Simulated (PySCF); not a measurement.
# Correlation energy of Os (osmium, neutral)

[Xe] 4f14 5d5 6s2 7s1, 7s spin antiparallel (an excited configuration). Calculation: PySCF 2.14, in aug-cc-pwCVTZ-PP with ECP60MDF; a scalar-relativistic core potential. Frozen: 5s2 5p6; 8 electrons correlated.

MP2 pair energies summed by pair of shells (mhartree):

```json
{"pair": "5d-6s", "energy": "-61.93", "share (%)": "42.2"}
{"pair": "5d-5d", "energy": "-56.51", "share (%)": "38.5"}
{"pair": "6s-6s", "energy": "-20.38", "share (%)": "13.9"}
{"pair": "6s-7s", "energy": "-4.46", "share (%)": "3.0"}
{"pair": "5d-7s", "energy": "-3.34", "share (%)": "2.3"}
```

Total MP2 correlation energy: -146.62 mhartree.

Same-spin part -81.87 and opposite-spin part -64.75 mhartree; SCS-MP2 scales them by 1/3 and 6/5 to -104.99 mhartree.
